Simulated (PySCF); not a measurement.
# Polarisability and C₆ of Cr⁺ (chromium, charge +1)

[Ar] 3d5, high-spin 6S determinant. Calculation: PySCF 2.14, in x2c-QZVPPall with one added diffuse shell each of s, p, d, f, g type (12s8p6d4f3g, 121 functions); the spin-free X2C one-electron Hamiltonian (Gaussian nucleus). Coupled (time-dependent) response in atomic units; α is the mean over directions.

```
method  mean α (bohr³)  C₆ (like pair)  S(−4)
M06-2X           11.07           40.79  131.3
```

S(−4) is the Cauchy moment in α(ω) = α(0) + S(−4) ω² + …

α(iu) at M06-2X:

```json
{"u (hartree)": "0", "α(iu) (bohr³)": "11.07"}
{"u (hartree)": "0.0500", "α(iu) (bohr³)": "10.75"}
{"u (hartree)": "0.100", "α(iu) (bohr³)": "9.965"}
{"u (hartree)": "0.200", "α(iu) (bohr³)": "8.051"}
{"u (hartree)": "0.300", "α(iu) (bohr³)": "6.537"}
{"u (hartree)": "0.500", "α(iu) (bohr³)": "4.697"}
{"u (hartree)": "0.750", "α(iu) (bohr³)": "3.444"}
{"u (hartree)": "1.00", "α(iu) (bohr³)": "2.683"}
{"u (hartree)": "1.50", "α(iu) (bohr³)": "1.791"}
{"u (hartree)": "2.00", "α(iu) (bohr³)": "1.285"}
{"u (hartree)": "3.00", "α(iu) (bohr³)": "0.7527"}
{"u (hartree)": "5.00", "α(iu) (bohr³)": "0.3490"}
```

A single London oscillator, α(iu) = α/(1 + u²/ω²), gives C₆ = (3/4) ω α². Matching the computed C₆ needs ω = 4 × 40.79 / (3 × 11.07²) = 0.444 hartree.

For an ion, C₆ is the dispersion term alone; charge-induced terms of lower order in 1/R come first.
